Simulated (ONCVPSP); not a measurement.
## What one change does to a pseudopotential (Pt (Z = 78), ONCV)

* Element: platinum
* Generator: ONCVPSP 4.0.1
* Type: optimised norm-conserving Vanderbilt (ONCV)
* Functional: LDA (Perdew-Wang 92)
* Relativity: scalar-relativistic
* Frozen core: [Kr] 4d10
* Valence charge: 32
* Reference configuration: 4f14 5s2 5p6 5d8.5 (charge +1.5)
* Partial waves: 5s: rc 1.70 bohr, ncon 4, nbas 7, qcut 8.3 1/bohr, 1 projector; 5p: rc 1.50 bohr, ncon 5, nbas 9, qcut 10.7 1/bohr, 1 projector; 5d: rc 1.80 bohr, ncon 5, nbas 9, qcut 7.5 1/bohr, 2 projectors, debl 2 Ha; 4f: rc 0.75 bohr, ncon 5, nbas 10, qcut 21.2 1/bohr, 2 projectors, debl 0.8 Ha
* Local potential: polynomial inside 0.75 bohr (lpopt 5, dvloc0 1 Ha)
* Core correction: Teter function, fcfact 4.25, rcfact 1.25

In the f channel the program set the typed energies aside and used -3.122, 0.250 Ha.

Change: s: qcut 7.

Cutoffs: the cutoffs (Ha) at which the residual kinetic energy of the hardest occupied pseudo-wave falls to 1 and 0.1 mHa per electron; they do not see the model core or the augmentation charge, which bear on the density cutoff. Errors are all-electron minus pseudo energies relative to the spin-unpolarised reference configuration.

How do hardness, ghosts and transferability respond?

The potential gets neither clearly harder nor softer (235 Ha and 707 Ha → 235 Ha and 707 Ha); both files keep a bound ghost (p, s); of the 4 tests that both files solve, the error grows in 2 and shrinks in 0 by more than 15 % and 0.3 meV (median size 410.6 → 514.0 meV).

```tsv
quantity	base	changed
cutoff, loose	235 Ha	235 Ha
cutoff, tight	707 Ha	707 Ha
loose cutoff by channel	s 22 Ha, p 40 Ha, d 20 Ha, f 235 Ha	s 18 Ha, p 40 Ha, d 20 Ha, f 235 Ha
bound ghosts	s, p	s, p
GHOST(+) flags under 300 eV	none	none
error for 4f14 5s2 5p6 5d9 6s1, meV [ΔE -18.22 eV]	+819	+1026
error for 4f14 5s2 5p6 5d9, meV [ΔE -8.68 eV]	+0.8	+0.8
error for 4f14 5s2 5p6 5d8, meV [ΔE 11.58 eV]	-2.1	-2.1
error for 4f14 5s2 5p6 5d8 6s1, meV [ΔE -6.80 eV]	+1116	+1388
s: phases at 1.72 bohr within 0.05 rad from the reference energy up to (Ha; the scan ends near 5)	-1.6	-1.8
p: phases at 1.52 bohr within 0.05 rad from the reference energy up to (Ha; the scan ends near 5)	1.8	1.8
d: phases at 1.83 bohr within 0.05 rad from the reference energy up to (Ha; the scan ends near 5)	to the end of the scan	to the end of the scan
f: phases at 0.76 bohr within 0.05 rad from the reference energy up to (Ha; the scan ends near 5)	to the end of the scan	to the end of the scan
rms error of d²Exc/dni dnj with the model core, mHa	4.19	4.41
```

 A true bound ghost makes a file unfit for plane-wave use even where its test errors are small: the radial tests pick states by their node count and pass the ghost by.
